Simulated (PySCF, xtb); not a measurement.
Si(F)2(SiH3)2 (F2H6Si3), SMILES [Si](F)(F)([SiH3])[SiH3].

GFN2-xTB in xtb at its own geometry gives an orbital gap of 3.55 eV and a dipole moment of 2.22 D.

Geometry optimised at ωB97X-D3(BJ)/def2-SVP.

What does HF/def2-TZVP (PySCF) give? (The exact figures need the calculation; the answer reports its results.)

gap 12.82 eV (levels -10.66 and 2.16 eV), dipole 1.98 D.
